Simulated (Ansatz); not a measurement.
Start from `[CH3][GaH][SnH3]` and change one atom or group to get `[CH3][GaH][SH]`.

Ansatz, PBE0-D4/def2-TZVP geometries, multiplicity 1. Each molecule was computed in one conformer, which needn't be the lowest.

Elements past krypton have def2 core potentials. Scalar relativity is left out up to krypton.

```tsv
property	`[CH3][GaH][SnH3]`
size of the dipole moment (ωB97M-V/def2-TZVPP) / D	1.44
LUMO energy (ωB97M-V/def2-TZVPP) / eV	-0.20
HOMO–LUMO gap (B3LYP/def2-TZVPP) / eV	4.81
LUMO energy (PBE/def2-TZVPP) / eV	-2.65
LUMO energy (PBE0/def2-TZVPP) / eV	-1.88
zero-point energy (PBE0-D4/def2-TZVP) / kJ/mol	162.9
```

(1) What does the change do to each property? (An estimate is asked.)

Answers

(1) Computed: 
```json
{"property": "size of the dipole moment (ωB97M-V/def2-TZVPP) / D", "`[CH3][GaH][SH]`": "1.94", "shift": "0.50"}
{"property": "LUMO energy (ωB97M-V/def2-TZVPP) / eV", "`[CH3][GaH][SH]`": "0.63", "shift": "0.83"}
{"property": "HOMO–LUMO gap (B3LYP/def2-TZVPP) / eV", "`[CH3][GaH][SH]`": "5.96", "shift": "1.15"}
{"property": "LUMO energy (PBE/def2-TZVPP) / eV", "`[CH3][GaH][SH]`": "-1.84", "shift": "0.81"}
{"property": "LUMO energy (PBE0/def2-TZVPP) / eV", "`[CH3][GaH][SH]`": "-1.06", "shift": "0.82"}
{"property": "zero-point energy (PBE0-D4/def2-TZVP) / kJ/mol", "`[CH3][GaH][SH]`": "136.4", "shift": "-26.5"}
```

With PBE0 the HOMO falls by 0.39 eV and the LUMO rises by 0.82 eV, so the gap widens by about 1.21 eV. PBE moves the HOMO by -0.22 eV and ωB97M-V by -0.59 eV. The zero-point energy changes by -26.5 kJ/mol with -6 modes. Dipoles are sizes alone; their direction can turn.

Positive LUMOs are unbound, so they and the gaps depend on the basis.

B3LYP here is the variant with VWN-RPA as its local correlation; programs differ in this.
